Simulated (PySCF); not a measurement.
# Finite-field polarisability of F (fluorine, neutral)

[He] 2s2 2p5, 2P determinant. Computed with PySCF 2.14 in aug-cc-pCVTZ-DK (7s6p4d2f, 59 functions), with scalar relativity by spin-free X2C-1e. Frozen: 1s2. Energy changes in a uniform field (μhartree):

```csv
axis,F (au),HF,MP2,CCSD,CCSD(T)
x,0.0083,-100.961,-108.794,-108.052,-109.085
x,0.0166,-403.905,-435.262,-432.296,-436.434
y,0.0079,-100.074,-110.932,-110.057,-111.659
y,0.0158,-400.481,-443.985,-440.479,-446.905
```

By symmetry the remaining axis equals y.

(1) Derive α along x at CCSD(T) from the two fields.

(2) And the mean polarisability at each level?

CCSD(T) lies more than 5 % below the reference, which points to too few diffuse and polarisation functions.

Answers

(1) With ΔE = −αF²/2 − γF⁴/24, α = −(16 ΔE(F) − ΔE(2F))/(6F²) = 3.167 bohr³.

(2) The components xx, yy, zz at CCSD(T) are 3.167, 3.578, 3.578, the third axis being equal by symmetry to one of the two computed. Means: HF 3.115, MP2 3.422, CCSD 3.396, CCSD(T) 3.441 bohr³. Reference: 3.74 ± 0.08 bohr³ (recommended; Schwerdtfeger and Nagle, table of static dipole polarizabilities (2023 update)).
